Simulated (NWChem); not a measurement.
System: AlH$_{3}$O$_{2}$; SMILES [OH][AlH][OH]

Output (shortened):

```
             Northwest Computational Chemistry Package (NWChem) 7.3.0
             --------------------------------------------------------

                             Geometry "geometry" -> ""
                             -------------------------

 Output coordinates in angstroms (scale by  1.889725989 to convert to a.u.)

  No.       Tag          Charge          X              Y              Z
 ---- ---------------- ---------- -------------- -------------- --------------
    1 Al                  13.0000    -0.35654600    -0.14238000    -0.24647900
    2 H                    1.0000    -1.52745900    -0.94486500    -0.92660500
    3 O                    8.0000    -0.14383800     1.47793100    -0.70041700
    4 H                    1.0000     0.53220700     2.06476300    -0.35837900
    5 O                    8.0000     0.69909000    -0.80735400     0.91041600
    6 H                    1.0000     0.67993900    -1.70455800     1.24504700

 Effective nuclear repulsion energy (a.u.)     101.2287509352

                              NWChem Property Module
                              ----------------------

  itol2e modified to match energy
  convergence criterion.

                                 NWChem DFT Module
                                 -----------------

 Summary of "ao basis" -> "ao basis" (spherical)
 ------------------------------------------------------------------------------
       Tag                 Description            Shells   Functions and Types
 ---------------- ------------------------------  ------  ---------------------
 Al                         pcsseg-1                10       24   4s5p1d
 H                          pcsseg-1                 3        5   2s1p
 O                          pcsseg-1                 7       17   3s3p1d

  itol2e modified to match energy
  convergence criterion.

[...]

          -----------------------------------------
          Chemical Shielding Tensors (GIAO, in ppm)
          -----------------------------------------

                                NWChem CPHF Module
                                ------------------

  scftype          =     RHF
  nclosed          =       16
  nopen            =        0
  variables        =      912
  # of vectors     =        3
  tolerance        = 0.10D-03
  level shift      = 0.00D+00
  max iterations   =       50
  max subspace     =       30

 SCF residual:    1.6549090188817532E-004

Iterative solution of linear equations
  No. of variables      912
  No. of equations        3
  Maximum subspace       30
        Iterations       50
       Convergence  1.0D-04

   iter   nsub   residual    time
   ----  ------  --------  ---------
     1      3    3.05D-01      22.2
     2      6    9.93D-03      24.8
     3      9    4.55D-04      27.4
     4     12    2.92D-05      30.1

      Atom:    1  Al
        Diamagnetic
    793.7684     -1.4353      0.0754
     -1.4353    796.5770     -2.0950
      0.0754     -2.0950    795.2233

        Paramagnetic
   -353.2121     19.3531     35.4827
     19.3531   -343.3385     -7.3006
     35.4827     -7.3006   -370.9393

        Total Shielding Tensor
    440.5564     17.9178     35.5581
     17.9178    453.2385     -9.3956
     35.5581     -9.3956    424.2840

           isotropic =     439.3596
          anisotropy =      50.7395

          Principal Components and Axis System
                 1           2           3
              473.1859    454.4809    390.4120

      1         0.7570     -0.2058     -0.6202
      2         0.4626      0.8392      0.2861
      3         0.4615     -0.5034      0.7304

      Atom:    2  H
        Diamagnetic
     30.5471      4.2493      3.9625
      4.2493     27.5321      2.1947
      3.9625      2.1947     26.4263

        Paramagnetic
     -1.5264     -1.0907     -0.7727
     -1.0907     -0.8471     -0.6398
     -0.7727     -0.6398     -0.5189

        Total Shielding Tensor
     29.0207      3.1586      3.1898
      3.1586     26.6850      1.5549
      3.1898      1.5549     25.9074

           isotropic =      27.2043
          anisotropy =       8.6482

          Principal Components and Axis System
                 1           2           3
               32.9698     24.8356     23.8076

      1         0.7504     -0.2283     -0.6203
      2         0.4876      0.8248      0.2863
      3         0.4463     -0.5172      0.7303

      Atom:    3  O
        Diamagnetic
    383.9316     11.1521      3.7130
     11.1521    404.6044     -2.3953
      3.7130     -2.3953    378.4545

        Paramagnetic
   -106.5752     12.4422    -31.2268
     12.4422    -50.9956      0.9972
    -31.2268      0.9972   -102.2711

        Total Shielding Tensor
    277.3564     23.5943    -27.5138
     23.5943    353.6088     -1.3981
    -27.5138     -1.3981    276.1834

           isotropic =     302.3828
          anisotropy =      88.4244

          Principal Components and Axis System
                 1           2           3
              361.3325    298.9422    246.8738

      1         0.3030     -0.6193      0.7243
      2         0.9462      0.2860     -0.1513
      3        -0.1135      0.7312      0.6727

      Atom:    4  H
        Diamagnetic
     32.0015     10.8167      4.7076
     10.8167     36.0345      3.4306
      4.7076      3.4306     24.0678

        Paramagnetic
     -1.7826     -1.2477     -1.4745
     -1.2477     -1.1637     -0.3889
     -1.4745     -0.3889     -0.5556

[...]
```

Level: PBE0/pcSseg-1, GIAO. Structure relaxed at the PBE0/def2-SVP level. The printed shielding anisotropy is the first printed principal value minus the mean of the other two.

Question: Which NWChem input produces such a log?

Answer: Several could match; the one computed here: the input that was run:
```
start job
memory heap 200 mb stack 900 mb global 1100 mb
geometry units angstroms noautosym nocenter noautoz
  Al    -0.356546    -0.142380    -0.246479
  H     -1.527459    -0.944865    -0.926605
  O     -0.143838     1.477931    -0.700417
  H      0.532207     2.064763    -0.358379
  O      0.699090    -0.807354     0.910416
  H      0.679939    -1.704558     1.245047
end
basis spherical
  * library pcsseg-1
end
dft
  xc pbe0
  iterations 150
end
property
  shielding
end
task dft property
```
